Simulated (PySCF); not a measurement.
# Frontier orbitals and the lowest excitations

Compound: C₃H₈GeS.
Structure used (PBE0-D3(BJ)/def2-SVP), in Å, numbered top down from 1:
```xyz
13
C3H8GeS angstrom
C     -1.4738    1.2251   -0.5157
C     -1.2202    0.0131   -0.0084
C     -0.1987   -0.2898    1.0292
Ge     1.4514   -0.9887    0.1993
S      2.1943    0.5419   -1.2335
H     -2.2187    1.3676   -1.3025
H     -0.9561    2.1173   -0.1482
H     -1.7674   -0.8477   -0.4138
H     -0.5507   -1.0577    1.7370
H      0.0854    0.6070    1.6000
H      2.5672   -1.1882    1.2397
H      1.1516   -2.3210   -0.5176
H      0.9436    0.8070   -1.6821
```

Method: PySCF, TDDFT CAM-B3LYP/def2-SVPD, vertical, gas phase, core orbitals frozen in the response. The CAM-B3LYP/def2-SVPD calculation is non-relativistic and has no spin–orbit coupling, an omission that weighs most on germanium.

Kohn–Sham orbitals with the atoms that hold most of them (Löwdin shares over 4%, at most four atoms; ? is withheld):

| orbital | ε (eV) | atoms |
| --- | --- | --- |
| LUMO+2 | 1.17 | Ge4 28%, S5 16%, C2 12%, C1 10% |
| LUMO+1 | 1.00 | S5 29%, Ge4 23%, C1 13%, C2 8% |
| LUMO | 0.56 | ? |
| HOMO | -8.38 | ? |
| HOMO-1 | -8.79 | C1 26%, S5 24%, C2 22%, Ge4 8% |
| HOMO-2 | -10.23 | S5 61%, Ge4 17%, C3 6%, H13 4% |
| HOMO-3 | -10.99 | Ge4 27%, H11 24%, C3 10%, S5 9% |

Question: Which atoms hold the HOMO, and with what shares?

Answer: S5 (bonded to Ge and H) 55%; Ge4 (bonded to C, S and 2 H) 10%; C1 (bonded to C and 2 H) 8%; C3 (bonded to C, Ge and 2 H) 8%. By element: sulfur 55%, carbon 16% or more, germanium 10%.

Question: Which atoms hold the LUMO, and with what shares?

Answer: Ge4 (bonded to C, S and 2 H) 18%; S5 (bonded to Ge and H) 18%; C1 (bonded to C and 2 H) 13%; C2 (bonded to 2 C and H) 13%. By element: carbon 26% or more, germanium 18%, sulfur 18%.

Question: The HOMO–LUMO gap is 8.94 eV. Where does the response calculation put the lowest singlet, and from which orbitals?

Answer: S1 is at 5.81 eV (f = 0.029), 3.13 eV below the gap, made of HOMO→LUMO (52%), HOMO→LUMO+1 (19%). 

Next come S2 at 6.23 eV (f 0.013), HOMO→LUMO+2 (30%), HOMO→LUMO+3 (24%), HOMO→LUMO+1 (13%); S3 at 6.43 eV (f 0.135), HOMO→LUMO+1 (40%), HOMO→LUMO (36%), HOMO-1→LUMO (14%); S4 at 6.70 eV (f 0.061), HOMO-1→LUMO (71%), HOMO→LUMO+1 (17%); S5 at 6.85 eV (f 0.0053), HOMO→LUMO+2 (48%), HOMO→LUMO+3 (24%), HOMO-1→LUMO+2 (13%).

One conformer stands for the species.
